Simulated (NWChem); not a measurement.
# MoNHSClF; SMILES [NH]=[Mo]([F])(=[S])[Cl]

```xyz
6

Mo    -0.2719     0.0555    -0.0085
N     -1.1276     0.1052    -1.4767
H     -1.3421     0.4391    -2.4163
S      1.1444     1.6064    -0.0616
F     -1.4650     0.3276     1.3690
Cl     0.8185    -1.9284     0.0598
```
Atoms are numbered in this order, from 1.

Level: PBE0/def2-SVP with def2 effective core potentials on Mo (NWChem), optimised geometry, unscaled harmonic frequencies. def2 effective core potentials on Mo; no spin-orbit coupling.

| frequency (cm⁻¹) | IR intensity (km/mol) |
|---|---|
| 137 | 1.3 |
| 164 | 1.6 |
| 195 | 1.2 |
| 244 | 5.0 |
| 273 | 8.9 |
| 419 | 34.7 |
| 543 | 241.1 |
| 593 | 17.5 |
| 613 | 89.8 |
| 715 | 158.3 |
| 1051 | 96.7 |
| 3615 | 254.2 |

| Property | Result |
|---|---|
| zero-point energy | 12.2 kcal/mol |
| thermal correction to the enthalpy at 298.15 K (with zero-point energy) | 17.0 kcal/mol |
| heat capacity Cv | 20.9 cal/(mol K) |
| entropy at 298.15 K and 1 atm (symmetry number 1) | 83.6 cal/(mol K) |

Rigid rotor and harmonic oscillator.
